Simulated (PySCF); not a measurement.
# Relaxation of singlet SI₃⁺

Level of theory: PBE0/[S def2-SVP, I def2-SVP with ECP28], scalar-relativistic core potentials, density fitting, no spin–orbit coupling, PySCF. A (50,194) grid was used.

A hand-made trigonal pyramidal start, of C3v symmetry, held to at least that symmetry:

Coordinates in bohr (charge 1 multiplicity 1):
```
S     0.0000    0.0000   -1.8929
I     3.8590    0.0000    0.1590
I    -1.9295    3.3420    0.1590
I    -1.9295   -3.3420    0.1590
```

(1) What forces act on the atoms at the start (eV/Å)?

(2) What does it relax to?

(3) How much energy is released, and in how many steps?

## Answers

(1) 
| atom | Fx | Fy | Fz |
| --- | --- | --- | --- |
| S1 | 0.01 | 0.00 | -1.25 |
| I2 | 2.31 | 0.00 | 0.41 |
| I3 | -1.16 | 2.01 | 0.42 |
| I4 | -1.16 | -2.01 | 0.42 |

(2) It ends at C3v with S–I 2.426 Å (×3); I–S–I 107.2° (×3) (after a last refinement on a finer grid). A frequency run shows a minimum. Other isomers or separated fragments may lie lower.

(3) 56.4 kJ/mol in 6 steps.

The relaxation took of the order of 60 core-seconds on a shared host.
